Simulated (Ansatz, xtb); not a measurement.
Ranking isomers of H6N3Si+

3 gas-phase structures of H6N3Si+, found in a search over its isomers (lower ones may exist). Each was relaxed with GFN2-xTB; where two conformers were screened, the lower at r2SCAN-D4/def2-SVP is listed:

A. `NN[SiH]=[NH2+]`, a singlet
B. `N[Si](N)=[NH2+]`, a singlet
C. `[H]/N=[Si](\N)[NH3+]`, a singlet

Q: Estimate their order in r2SCAN-D4/def2-SVP energy at these geometries, lowest first.

A: Calculated order at r2SCAN-D4/def2-SVP: B (0.0), C (44.3), A (60.3) kcal/mol.

Energies above the lowest of each column, in kcal/mol; the last columns are at B3LYP/6-31G* geometries:

```json
{"structure": "B", "GFN2-xTB": "0.0", "HF/STO-3G": "0.0", "r2SCAN-D4/def2-SVP": "0.0", "B3LYP/6-31G*": "0.0", "CCSD(T)/def2-SVP + ΔMP2/def2-TZVPP": "0.0"}
{"structure": "C", "GFN2-xTB": "23.2", "HF/STO-3G": "68.0", "r2SCAN-D4/def2-SVP": "44.3", "B3LYP/6-31G*": "41.4", "CCSD(T)/def2-SVP + ΔMP2/def2-TZVPP": "42.9"}
{"structure": "A", "GFN2-xTB": "38.1", "HF/STO-3G": "43.6", "r2SCAN-D4/def2-SVP": "60.3", "B3LYP/6-31G*": "55.7", "CCSD(T)/def2-SVP + ΔMP2/def2-TZVPP": "63.3"}
```

Every level run on B puts it lowest or level with the lowest. Flexible structures stand in one conformer each, not always the lowest. The ΔMP2 step shifts differences by up to 6.1 kcal/mol, which makes them less sure. ΔMP2 is the change of the MP2 energy from the smaller to the larger basis.

Programs: Ansatz 0.2.0, xtb 6.7.1 (Pople sets with spherical d functions).
